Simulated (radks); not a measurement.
The numbers below are computed, except where a source is named.
The mercury ion Hg5+ is in [Xe] 4f14 5d7. Level of theory: scalar-relativistic Kohn-Sham, LDA (Slater exchange, Perdew-Wang correlation), spin-polarised, spherical densities, finite nucleus; Fermi nuclear charge, rms radius of each element as measured or else 0.836 A^(1/3) + 0.57 fm (a radial shooting solver on a logarithmic mesh with Libxc functionals). Open shells are filled with parallel spins first. One electron is removed from 5p, 4f, 5s, 5d in turn, with full relaxation. Which removal costs least, and what does each cost?

Answer. 5d 79.789 eV; 5p 141.72 eV; 4f 180.69 eV; 5s 195.35 eV. The 5d electron leaves first.
